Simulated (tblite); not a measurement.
Compound: C₃H₁₁NOSi₄.
Geometry (GFN2-xTB, Å), atoms numbered from 1 in this order:
```xyz
20
C3H11NOSi4 angstrom
C      2.4949    0.4100    1.8807
C      2.5472   -0.2321    0.8703
C      2.5182   -0.9780   -0.3564
Si     0.7625   -0.8449   -1.1427
Si     0.1111    1.4313   -1.2323
Si    -1.3613    1.0448    0.5949
N     -3.0584    1.3631    0.4582
Si    -0.9104   -1.2577    0.4701
O     -2.2506   -1.8540   -0.2838
H      2.5056    0.9603    2.7731
H      3.2685   -0.5758   -1.0387
H      2.7846   -2.0164   -0.1524
H      0.9132   -1.6579   -2.3770
H      1.1785    2.4345   -1.0927
H     -0.5212    1.8390   -2.5033
H     -1.0349    1.7890    1.8237
H     -3.3965    2.3106    0.4029
H     -3.5963    0.7725   -0.1547
H     -0.6431   -2.1606    1.6058
H     -2.3169   -2.7669   -0.5489
```

Calculated harmonic vibrations of the isolated species, GFN2-xTB (tblite), most abundant isotopes, no scaling. Errors from tens to a few hundred cm⁻¹ against measured bands are possible. Modes of hydrogen on silicon can be 10 to 20 % off. One conformer, not necessarily the lowest.

Harmonic wavenumbers (cm⁻¹): 34.8, 37.4, 65.2, 89.9, 110.9, 128.1, 144.5, 172.5, 202.9, 209.9, 242.2, 280.6, 288.1, 325.5, 346.8, 354.8, 370.5, 386.3, 392.4, 397.7, 453.7, 510.4, 529.1, 555.0, 589.8, 604.6, 623.9, 630.7, 660.3, 675.2, 730.7, 747.9, 785.9, 811.8, 828.9, 839.1, 877.4, 1019.8, 1114.3, 1185.4, 1449.0, 1525.8, 2032.9, 2098.3, 2106.8, 2131.6, 2159.0, 2282.6, 2954.2, 2971.9, 3398.8, 3465.0, 3506.3, 3661.6.

A = 1101, B = 652.5, C = 578.4 MHz; mass 188.992 u (most abundant isotopes); point group C1, symmetry number 1.

Question: What is the zero-point energy?

Answer: Half the sum of the wavenumbers: 27549 cm⁻¹ = 78.77 kcal/mol.

Question: What is S at 500 K and 1 bar for an ideal gas of classical rigid rotors and harmonic oscillators?

Answer: Translation 44.21, rotation 32.57, vibration 84.40: S = 161.2 cal/(mol K).

Question: And Cp and H(500 K) − H(0)?

Answer: Cp = 75.62 cal/(mol K), of which vibrations give 67.67 (their classical limit is 54 R = 107.3); H(500 K) − H(0) = 24.46 kcal/mol without the zero-point energy, 20.48 from vibrations.

Question: Which modes carry the vibrational entropy at 500 K?

Answer: 34.8 cm⁻¹: 6.56; 37.4 cm⁻¹: 6.42; 65.2 cm⁻¹: 5.32; 89.9 cm⁻¹: 4.68; 110.9 cm⁻¹: 4.27; 128.1 cm⁻¹: 3.98 cal/(mol K); the other 48 give 53.18 together.

Question: How do the functions run with temperature in this model?

Answer: 
| T (K) | S (cal/(mol K)) | Cp (cal/(mol K)) | H − H(0) (kcal/mol) | G − H(0) (kcal/mol) | ln q(vib) |
| --- | --- | --- | --- | --- | --- |
| 100 | 80.2 | 27.6 | 1.73 | -6.29 | 3.46 |
| 200 | 105.2 | 46.0 | 5.44 | -15.59 | 8.26 |
| 300 | 126.5 | 59.6 | 10.76 | -27.20 | 13.04 |
| 800 | 199.8 | 88.5 | 49.26 | -110.58 | 33.04 |
| 1000 | 220.2 | 94.1 | 67.55 | -152.64 | 39.40 |

q(vib) and H(0) count from the zero-point level.

Hindered rotation and anharmonicity are outside this model. Other conformers, if any are populated, would add a mixing term that is left out. The structure is chiral; the term R ln 2 for an equal mix with its mirror image is left out.

Hardware: one thread, Arm Neoverse N1 (aarch64), shared host with 64 logical CPUs at a one-minute load of 54. Cost: 2.3 s. This covers the Hessian and the dipole derivatives.
